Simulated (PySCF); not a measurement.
## UHF on Sr (strontium, neutral)

Configuration: [Kr] 5s2, closed-shell 1S. Computed with PySCF 2.14 in def2-TZVP with the def2 core potential (28 electrons) (6s4p3d, 33 functions), with scalar relativity through the core potential.

```json
{"Total energy": "-30.347123 hartree", "One-electron energy": "-49.8057 hartree", "Hartree (Coulomb) energy": "23.3240 hartree", "Exchange energy": "-3.8654 hartree", "⟨S²⟩": "0.0000", "⟨L²⟩": "0.000", "Sum of ⟨r⟩": "21.46 bohr", "Sum of ⟨r²⟩": "69.01 bohr²", "Time after the integrals": "0.07 s of wall time on 1 thread of Neoverse-V1 (shared host)"}
```

| shell | electrons | mean orbital energy (eV) | rms radius, mean of both spins (bohr) |
| --- | --- | --- | --- |
| 4s | 2 | -53.346 | 1.46 |
| 4p | 6 | -29.957 | 1.69 |
| 5s | 2 | -4.929 | 4.88 |

Energies and moments cover only the electrons outside the core potential.
